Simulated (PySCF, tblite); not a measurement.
Compound: C6H16NPSi.
Geometry (GFN2-xTB, Å), atoms numbered from 1 in this order:
```xyz
25
C6H16NPSi angstrom
C      3.050    0.970   -0.048
C      2.048    0.204   -0.896
P      0.577   -0.282    0.145
N      0.815   -0.933    1.539
C     -0.316    1.277    0.448
C     -1.608    0.975    1.194
Si    -2.754   -0.123    0.153
C     -1.744   -1.627   -0.422
C     -0.460   -1.180   -1.106
H      4.003    1.075   -0.566
H      3.215    0.440    0.889
H      2.678    1.965    0.189
H      1.733    0.784   -1.765
H      2.494   -0.730   -1.255
H      1.299   -1.820    1.522
H     -0.504    1.782   -0.504
H      0.345    1.905    1.053
H     -1.340    0.451    2.113
H     -2.098    1.906    1.485
H     -3.907   -0.565    0.940
H     -3.195    0.629   -1.035
H     -1.474   -2.227    0.450
H     -2.322   -2.272   -1.087
H      0.122   -2.041   -1.461
H     -0.665   -0.537   -1.964
```

Method used: PBE0/pcSseg-1 in PySCF (dipole) on a GFN2-xTB geometry, gas phase.

Take the most abundant isotopes and a rigid rotor. The values belong to one conformer with, in the numbering `[CH3:1][CH2:2][P:3]1(=[NH:4])[CH2:5][CH2:6][SiH2:7][CH2:8][CH2:9]1`, C1–C2–P3–N4 -47°, C2–P3–C5–C6 175°, P3–C5–C6–Si7 -62°, C5–C6–Si7–C8 52°, C6–Si7–C8–C9 -53°.

Problem. Give the principal moments of inertia and the rotational constants in MHz.

Solution. Ia = 234.43, Ib = 634.30, Ic = 704.27 u·Å²; 505379 MHz·u·Å²/I gives A = 2156, B = 796.8, C = 717.6 MHz.

Problem. Classify the top.

Solution. An asymmetric top. Ray's parameter κ = (2B − A − C)/(A − C) = -0.890; −1 is the prolate and +1 the oblate limit.

Problem. Is it planar, by Δ = Ic − Ia − Ib?

Solution. Not planar: Δ = Ic − Ia − Ib = -164.46 u·Å². For a rigid frame Δ = −2 Σ m c², so Σ m c² = 82.23 u·Å² lies off the ab plane: 21.79 from hydrogen and 60.44 from heavier atoms. The atom farthest from that plane is 2.26 Å away.

Problem. Which types of transition are allowed, and where do some lines up to J = 5 fall?

Solution. The dipole components are |μa| = 0.68 D, |μb| = 1.24 D, |μc| = 2.41 D. Intensities carry the squares of the components, which stand as 0.08 : 0.26 : 1.00 (a : b : c). Some lines, for components of 0.1 D or more:

```csv
type,branch,"J(Ka,Kc)",MHz,lower level (cm⁻¹)
c,Q,"3(1,3) ← 3(0,3)",1176,0.303
b,Q,"1(1,0) ← 1(0,1)",1438,0.051
b,R,"2(0,2) ← 1(1,1)",1666,0.096
c,Q,"5(2,4) ← 5(1,4)",3617,0.823
a,R,"3(1,2) ← 2(1,1)",4660,0.202
b,Q,"5(2,4) ← 5(1,5)",4802,0.784
a,R,"4(2,2) ← 3(2,1)",6088,0.490
c,R,"2(2,0) ← 1(1,0)",7188,0.098
b,Q,"5(4,1) ← 5(3,2)",9779,1.178
c,R,"4(2,2) ← 3(1,2)",10065,0.358
c,Q,"5(5,1) ← 5(4,1)",12580,1.504
b,Q,"5(5,1) ← 5(4,2)",12580,1.504
```

Problem. Estimate the classical rotational partition function at 25 K, 200 K and 298.15 K.

Solution. Point group C1, symmetry number σ = 1; q = (√π/σ)·√((kT/h)³/(ABC)), k/h = 20836.6 MHz/K: 19000 at 25 K, 429000 at 200 K, 782000 at 298.15 K.

Its GFN2-xTB frequencies are all real (lowest 57 cm⁻¹). These are rigid-rotor constants of the computed structure; measured ground-state constants (B0) also hold zero-point vibration. A rigid rotor knows nothing of internal rotation, which can split or shift real lines. Quadrupole hyperfine structure (14N) is left out.

Hardware: Arm Neoverse V2, one thread, no GPU, on a shared host. Cost: 52 s. This is the PBE0/pcSseg-1 job that gave the dipole, with the shieldings it also computed.
